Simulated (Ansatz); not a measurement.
Predict a relaxed structure of the cluster BaSe2⁻ (the lowest doublet isomer of a short search), charge -1, doublet, at PBE-D4/def2-TZVPD (Ansatz).


```xyz
3

Ba   -0.0026   -0.0018   -0.0003
Se    1.4312   -1.8299   -1.6568
Se   -1.4286    1.8317    1.6570
```
Point group D∞h (tolerance 0.1 Å). This is one stationary point.

In the def2 sets Ba takes a core potential; there is no spin–orbit coupling. The relaxation made no stability test and no search for a lower SCF solution. The structure comes from a short search, and lower isomers may exist.
